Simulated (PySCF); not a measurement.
# A survey of 29Si NMR shifts

- structure optimised with GFN2-xTB
- PBE0/pcSseg-1 with gauge-including orbitals
- run in PySCF 2.14.0 with density-fitted response routines
- no relativistic terms, rapidly exchanging positions averaged, one computed conformer, no solvent

Shieldings were converted by a linear fit to measured shifts: 29Si: δ = 279.94 − 0.822σ (rms 8.9 ppm, 72 shifts, 25.8 ppm with the 6 outliers that the fit left out vs TMS, solution or neat liquid). Occasional misses reach two or three times the rms, and more in compound classes unlike the fitted ones.

Problem. Give the 29Si shifts of `C=N[SiH]1OCCCO1`, `CNN[SiH3]`.

Solution. 
```tsv
compound	environment	δ (ppm)
C=N[SiH]1OCCCO1	silicon bonded to N, 2 O, H, in a 6-membered ring	-45.7
CNN[SiH3]	silicon bonded to N, 3 H	-56.2
```

Problem. Match the shifts -13.4, -45.7, -60.6 ppm to `C=N[SiH]1OCCCO1`, `COCCO[SiH2]C#N`, `C=C1C[Si@@H](C)N[C@H]1C`.

Solution. -13.4: C=C1C[Si@@H](C)N[C@H]1C (silicon bonded to 2 C, N, H, in a 5-membered ring); -45.7: C=N[SiH]1OCCCO1 (silicon bonded to N, 2 O, H, in a 6-membered ring); -60.6: COCCO[SiH2]C#N (silicon bonded to C, O, 2 H).
